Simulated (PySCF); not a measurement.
C5H5Cl. Atoms are numbered in the order given.

```xyz
11

C     -0.9121    -3.1009     0.0000
C      0.0659    -2.2325     0.0000
C      1.0532    -1.3533     0.0000
C      0.9286     0.1059     0.0000
C     -0.2361     0.7780     0.0000
Cl    -0.3203     2.5039     0.0000
H     -1.3396    -3.4832     0.9362
H     -1.3396    -3.4832    -0.9362
H      2.0786    -1.7469     0.0000
H      1.8632     0.6755     0.0000
H     -1.2148     0.2887     0.0000
```

The structure is a stationary point at r2SCAN-D4/def2-SVP. The structure was generated by enumeration; whether it is a known compound was not checked. The values are those of a single conformer.

Computed with TDDFT-PBE/def2-SVPD (PySCF).

Vertical excitations. The molecule is in vacuum. State labels are in the subgroup Cs.

```tsv
state	symmetry	energy (eV)	λ (nm)	f	main pairs
S1	A"	4.52	275	0.000	HOMO→LUMO+1 91 %
S2	A'	4.57	271	0.426	HOMO→LUMO 98 %
S3	A"	4.72	263	0.000	HOMO−1→LUMO 91 %
S4	A"	5.42	229	0.000	HOMO−2→LUMO 98 %
S5	A"	5.45	228	0.000	HOMO→LUMO+2 96 %
S6	A'	5.83	213	0.003	HOMO−3→LUMO 70 %, HOMO→LUMO+4 28 %
S7	A"	5.90	210	0.000	HOMO→LUMO+3 99 %
S8	A"	6.37	195	0.002	HOMO→LUMO+5 98 %
S9	A'	6.42	193	0.054	HOMO−2→LUMO+1 71 %, HOMO−1→LUMO+1 22 %
S10	A"	6.49	191	0.002	HOMO→LUMO+6 98 %
T1	A'	2.77	448	0	HOMO→LUMO 98 %
T2	A"	4.26	291	0	HOMO→LUMO+1 81 %, HOMO−1→LUMO 18 %
T3	A"	4.52	275	0	HOMO−1→LUMO 81 %, HOMO→LUMO+1 19 %
T4	A'	4.72	263	0	HOMO−1→LUMO+1 89 %
```
Triplets are in the Tamm–Dancoff approximation, which puts them higher than full response would, so one can lie above its singlet here.
